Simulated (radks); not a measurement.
These are the eigenvalues of the occupied orbitals of an atom or ion with whole-number occupations (hartree). All-electron calculation, scalar-relativistic Kohn-Sham, OLYP, spin-polarised, spherical densities, point nucleus. Program: a radial shooting solver on a logarithmic mesh with Libxc functionals.

1s down: -3058.095
1s up: -3058.095
2s up: -543.3124
2s down: -543.3091
2p up: -468.6627
2p down: -468.6599
3s up: -129.9466
3s down: -129.9450
3p up: -108.3828
3p down: -108.3811
3d up: -85.74442
3d down: -85.74182
4s up: -29.57161
4s down: -29.56849
4p up: -22.50038
4p down: -22.49745
4d up: -14.12485
4d down: -14.12138
5s up: -5.62523
5s down: -5.60417
4f up: -4.82879
4f down: -4.82394
5p up: -3.71844
5p down: -3.69292
5d up: -1.57917
5d down: -1.55052

Which element is it, and in what charge state? The configuration may be excited. Open shells, if any, are filled with parallel spins first.

Answer. Z = 80, mercury, charge +3: Hg3+ in [Xe] 4f14 5d9. The list shows which subshells hold electrons but not how many an open one holds; the 1s level, -3058.1 hartree, gives Z - s = 78.2 by -(Z - s)^2/2, which with screening and relativity narrows Z to a few neighbours, and the depths of the outer levels then fix element, charge and occupations together.
